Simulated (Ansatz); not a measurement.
`C[SiH2]OC(F)F`, relaxed with RKS PBE0-D4/def2-TZVP in Ansatz 0.2.0 from a PBE-D4/def2-SVP geometry. The force threshold is 0.005 eV/Å; the program also tests the step.

The species carries charge 0 and has multiplicity 1.

Start:

```xyz
12

C    -0.162   -0.009    1.798
Si    0.751    0.702    0.325
O    -0.206    0.654   -1.099
C    -0.472   -0.454   -1.830
F    -0.474   -1.581   -1.027
F    -1.708   -0.343   -2.375
H    -0.391   -1.078    1.625
H    -1.116    0.532    1.964
H     0.453    0.080    2.717
H     2.034   -0.037    0.059
H     1.027    2.165    0.492
H     0.265   -0.633   -2.650
```

**Question.** By how much does the energy fall, and how many steps does the optimiser take? (Best estimate.)

**Answer.** Ansatz gave: 1.59 kcal/mol, in 8 steps, 2 of them rejected.

**Question.** Which bonds change most? (An estimate is asked.)

**Answer.** Computed: Si2–O3 from 1.716 to 1.674 Å; C4–H12 from 1.117 to 1.095 Å; C1–Si2 from 1.873 to 1.853 Å; C4–F5 from 1.384 to 1.365 Å.

**Question.** Give the relaxed structure. (Estimate.)

**Answer.** Computed: 
```xyz
12

C    -0.163    0.001    1.795
Si    0.733    0.680    0.322
O    -0.205    0.624   -1.063
C    -0.460   -0.449   -1.827
F    -0.448   -1.593   -1.083
F    -1.694   -0.336   -2.348
H    -0.374   -1.062    1.666
H    -1.109    0.526    1.949
H     0.447    0.127    2.694
H     1.995   -0.064    0.067
H     1.022    2.125    0.475
H     0.254   -0.579   -2.647
```
